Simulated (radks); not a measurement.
Polarisability of neutral rubidium, [Kr] 5s1, at imaginary frequency. Method: non-relativistic Kohn-Sham, LB94 model potential, spin-unpolarised, spherical densities, point nucleus; relativity is left out, which matters for an element this heavy; computed with a radial shooting solver on a logarithmic mesh with Libxc functionals. Response by self-consistent Sternheimer equations with the Hartree and adiabatic LDA kernel.

| w (hartree) | alpha1(iw) (bohr^3) | alpha2(iw) (bohr^5) |
|---|---|---|
| 0.00266 | 167.1 | 4006 |
| 0.0143 | 162.4 | 3896 |
| 0.0360 | 140.5 | 3396 |
| 0.0697 | 98.91 | 2471 |
| 0.118 | 58.73 | 1551 |
| 0.186 | 33.48 | 897.1 |
| 0.280 | 20.14 | 497.9 |
| 0.413 | 13.04 | 271.6 |
| 0.605 | 8.735 | 147.2 |
| 0.892 | 5.662 | 78.79 |
| 1.35 | 3.330 | 40.29 |
| 2.12 | 1.703 | 18.57 |
| 3.59 | 0.7439 | 7.133 |
| 6.94 | 0.2709 | 2.041 |
| 17.5 | 0.06535 | 0.3402 |

Static values: alpha1 = 167.3 bohr^3 (24.79 angstrom^3; uncoupled 215.4), alpha2 = 4010 bohr^5, alpha3 = 99690 bohr^7. C6 = 1871, C8 = 228200, triple-dipole C9 = 223100 atomic units. One-pole (London) frequency 4 C6 / (3 alpha1^2) = 0.089 hartree, against 0.177 for minus the highest occupied eigenvalue. Recommended static value: 319.8 bohr^3 (Schwerdtfeger and Nagle, 2023 table).

Beside tabulated values, note that spin-unpolarised runs miss the spin-polarisation part of the exchange energy of open shells.
